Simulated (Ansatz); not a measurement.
C₃H₂F₃, SMILES F/C=C/[C](F)F, multiplicity 2.

Geometry optimised at r2SCAN-D4/def2-SVP. The isomer is the one that the SMILES or the coordinates give; other isomers of the formula were not compared. Other conformers were not sampled.

Two levels are set side by side: PBE/def2-TZVPD (Ansatz, a quantum-chemistry and plane-wave program) and PBE0/def2-TZVPD (Ansatz). Energy differences of separate SCF runs at the same geometry; the states with an electron removed or added have multiplicity 1 and 1. Differences are taken from unrounded values.

```tsv
quantity	PBE
vertical ionisation energy (eV)	7.56
```

**Question.** These are the PBE values. What does PBE0 give? (Estimate from the structure and the level; the computed values follow.)

**Answer.** 
| quantity | PBE0 | PBE minus PBE0 |
|---|---|---|
| vertical ionisation energy (eV) | 7.85 | -0.29 |
